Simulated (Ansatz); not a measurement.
A first, cheap relaxation of H8OSi4 (`O[Si@@H]1[SiH2][Si@H]1[SiH3]`).

```yaml
crystal:
  periodic: [false, false, false]
  atoms:
    - {symbol: O, position_ang: [-2.690500, 0.262100, 1.219300]}
    - {symbol: Si, position_ang: [-1.516100, 0.609300, 0.146000]}
    - {symbol: Si, position_ang: [-0.865900, -1.139400, -1.112000]}
    - {symbol: Si, position_ang: [0.496800, -0.392300, 0.623600]}
    - {symbol: Si, position_ang: [2.228200, 0.725100, -0.061500]}
    - {symbol: H, position_ang: [-2.805600, -0.564400, 1.598200]}
    - {symbol: H, position_ang: [-1.443000, 1.982500, -0.421300]}
    - {symbol: H, position_ang: [-1.486500, -2.418200, -0.852300]}
    - {symbol: H, position_ang: [-0.266200, -0.848200, -2.405000]}
    - {symbol: H, position_ang: [0.434600, -1.281700, 1.858900]}
    - {symbol: H, position_ang: [3.334500, -0.196500, -0.329500]}
    - {symbol: H, position_ang: [1.962200, 1.534000, -1.249600]}
    - {symbol: H, position_ang: [2.638000, 1.693200, 0.999900]}
basis:
  gaussian: {orbitals: def2-SVP}
hamiltonian: {xc: pbe, dispersion: d4}
relax: {f_tol: 0.03, max_steps: 200}
```

```sh
$ ansatz run in.yaml --threads 4 --pin off --events-out ev --progress --plain --max-ram 10444MiB
```

It prints (some lines left out):

```
Functional definition: PBE
mean field -33656.65217270 eV, -1236.8591540484 hartree, gradient 2.1e-5 eV, S^2 0.000000; 0 other end points of the search recorded, 0 dependent functions left out
relax step   1: F+E_penalty+E_count = -33657.04474561 eV  Δ(F+E_penalty+E_count) = +0.000e0 eV  max|allowed force component| = 3.247e0 eV/Å  Δτ_max = 0.0000 Å  (28 SCF iters, accepted)
mean field -33657.26391123 eV, -1236.8816350249 hartree, gradient 2.5e-5 eV, S^2 0.000000; 0 other end points of the search recorded, 0 dependent functions left out
relax step   2: F+E_penalty+E_count = -33657.64028554 eV  Δ(F+E_penalty+E_count) = -5.955e-1 eV  max|allowed force component| = 7.853e-1 eV/Å  Δτ_max = 0.1940 Å  (29 SCF iters, accepted)
mean field -33657.35900963 eV, -1236.8851298266 hartree, gradient 1.7e-5 eV, S^2 0.000000; 0 other end points of the search recorded, 0 dependent functions left out
relax step   3: F+E_penalty+E_count = -33657.72741566 eV  Δ(F+E_penalty+E_count) = -8.713e-2 eV  max|allowed force component| = 3.175e-1 eV/Å  Δτ_max = 0.1605 Å  (28 SCF iters, accepted)
mean field -33657.37336442 eV, -1236.8856573555 hartree, gradient 8.1e-6 eV, S^2 0.000000; 0 other end points of the search recorded, 0 dependent functions left out
relax step   4: F+E_penalty+E_count = -33657.74098030 eV  Δ(F+E_penalty+E_count) = -1.356e-2 eV  max|allowed force component| = 1.909e-1 eV/Å  Δτ_max = 0.0734 Å  (28 SCF iters, accepted)
mean field -33657.38291440 eV, -1236.8860083105 hartree, gradient 1.6e-5 eV, S^2 0.000000; 0 other end points of the search recorded, 0 dependent functions left out
relax step   5: F+E_penalty+E_count = -33657.75030818 eV  Δ(F+E_penalty+E_count) = -9.328e-3 eV  max|allowed force component| = 5.775e-2 eV/Å  Δτ_max = 0.0501 Å  (30 SCF iters, accepted)
mean field -33657.38675078 eV, -1236.8861492949 hartree, gradient 1.6e-5 eV, S^2 0.000000; 0 other end points of the search recorded, 0 dependent functions left out
relax step   6: F+E_penalty+E_count = -33657.75439199 eV  Δ(F+E_penalty+E_count) = -4.084e-3 eV  max|allowed force component| = 7.488e-2 eV/Å  Δτ_max = 0.0868 Å  (29 SCF iters, accepted)
mean field -33657.39038731 eV, -1236.8862829351 hartree, gradient 1.0e-5 eV, S^2 0.000000; 0 other end points of the search recorded, 0 dependent functions left out
relax step   7: F+E_penalty+E_count = -33657.75815404 eV  Δ(F+E_penalty+E_count) = -3.762e-3 eV  max|allowed force component| = 1.257e-1 eV/Å  Δτ_max = 0.1985 Å  (29 SCF iters, accepted)
mean field -33657.39354254 eV, -1236.8863988874 hartree, gradient 1.6e-5 eV, S^2 0.000000; 0 other end points of the search recorded, 0 dependent functions left out
relax step   8: F+E_penalty+E_count = -33657.76082933 eV  Δ(F+E_penalty+E_count) = -2.675e-3 eV  max|allowed force component| = 9.921e-2 eV/Å  Δτ_max = 0.0385 Å  (29 SCF iters, accepted)
mean field -33657.39572274 eV, -1236.8864790085 hartree, gradient 1.4e-5 eV, S^2 0.000000; 0 other end points of the search recorded, 0 dependent functions left out
relax step   9: F+E_penalty+E_count = -33657.76280810 eV  Δ(F+E_penalty+E_count) = -1.979e-3 eV  max|allowed force component| = 6.769e-2 eV/Å  Δτ_max = 0.0413 Å  (30 SCF iters, accepted)
mean field -33657.39541752 eV, -1236.8864677919 hartree, gradient 1.4e-5 eV, S^2 0.000000; 0 other end points of the search recorded, 0 dependent functions left out
relax step  10: F+E_penalty+E_count = -33657.76286700 eV  Δ(F+E_penalty+E_count) = -5.889e-5 eV  max|allowed force component| = 6.237e-2 eV/Å  Δτ_max = 0.0452 Å  (30 SCF iters, accepted)
mean field -33657.39624080 eV, -1236.8864980468 hartree, gradient 1.4e-5 eV, S^2 0.000000; 0 other end points of the search recorded, 0 dependent functions left out
relax step  11: F+E_penalty+E_count = -33657.76357535 eV  Δ(F+E_penalty+E_count) = -7.084e-4 eV  max|allowed force component| = 6.896e-2 eV/Å  Δτ_max = 0.0437 Å  (30 SCF iters, accepted)
mean field -33657.39676920 eV, -1236.8865174650 hartree, gradient 1.4e-5 eV, S^2 0.000000; 0 other end points of the search recorded, 0 dependent functions left out
relax step  12: F+E_penalty+E_count = -33657.76390718 eV  Δ(F+E_penalty+E_count) = -3.318e-4 eV  max|allowed force component| = 5.600e-2 eV/Å  Δτ_max = 0.0137 Å  (31 SCF iters, accepted)
mean field -33657.39734879 eV, -1236.8865387646 hartree, gradient 1.4e-5 eV, S^2 0.000000; 0 other end points of the search recorded, 0 dependent functions left out
relax step  13: F+E_penalty+E_count = -33657.76421450 eV  Δ(F+E_penalty+E_count) = -3.073e-4 eV  max|allowed force component| = 4.284e-2 eV/Å  Δτ_max = 0.0203 Å  (31 SCF iters, accepted)
mean field -33657.39776617 eV, -1236.8865541031 hartree, gradient 1.4e-5 eV, S^2 0.000000; 0 other end points of the search recorded, 0 dependent functions left out
relax step  14: F+E_penalty+E_count = -33657.76436089 eV  Δ(F+E_penalty+E_count) = -1.464e-4 eV  max|allowed force component| = 2.070e-2 eV/Å  Δτ_max = 0.0164 Å  (30 SCF iters, accepted)
mean field -33657.39776617 eV, -1236.8865541031 hartree, gradient 1.4e-5 eV, S^2 0.000000; 1 other end points of the search recorded, 0 dependent functions left out
Total energy: -33657.76440346 eV, -1236.9000277750 hartree
Atom 0 at    -2.913735     0.605715     1.160931 Å, force    -0.003162    -0.020697     0.008721 eV/Å
Atom 1 at    -1.537262     0.507095     0.194239 Å, force    -0.013105     0.001540     0.012537 eV/Å
Atom 2 at    -0.879260    -1.274776    -1.158326 Å, force     0.007047    -0.008763    -0.009211 eV/Å
Atom 3 at     0.549713    -0.522444     0.586924 Å, force     0.007980     0.003752    -0.002253 eV/Å
Atom 4 at     2.357202     0.859595     0.047004 Å, force     0.002603     0.003924    -0.000370 eV/Å
Atom 5 at    -3.198219    -0.238940     1.553695 Å, force     0.004001     0.018619    -0.005308 eV/Å
Atom 6 at    -1.335792     1.870304    -0.395384 Å, force     0.006979     0.006322    -0.004491 eV/Å
Atom 7 at    -1.479427    -2.589842    -0.734232 Å, force     0.000275    -0.001540     0.000349 eV/Å
Atom 8 at    -0.578235    -1.244463    -2.632709 Å, force    -0.000514    -0.000099     0.001549 eV/Å
Atom 9 at     0.804057    -1.548618     1.659966 Å, force    -0.006501    -0.000624    -0.000466 eV/Å
Atom 10 at     3.519885     0.074838    -0.503160 Å, force    -0.005627     0.000397     0.003243 eV/Å
Atom 11 at     1.886189     1.823613    -1.009650 Å, force     0.003111     0.001494     0.001780 eV/Å
Atom 12 at     2.825386     1.643423     1.245402 Å, force    -0.003088    -0.004324    -0.006079 eV/Å
Dipole moment:    -0.078200    -0.218841     0.096316 e Å
```

Hardware: 4 threads of an Arm Neoverse V1 on a shared host. Wall time 23 s, peak host memory 0.19 GiB.
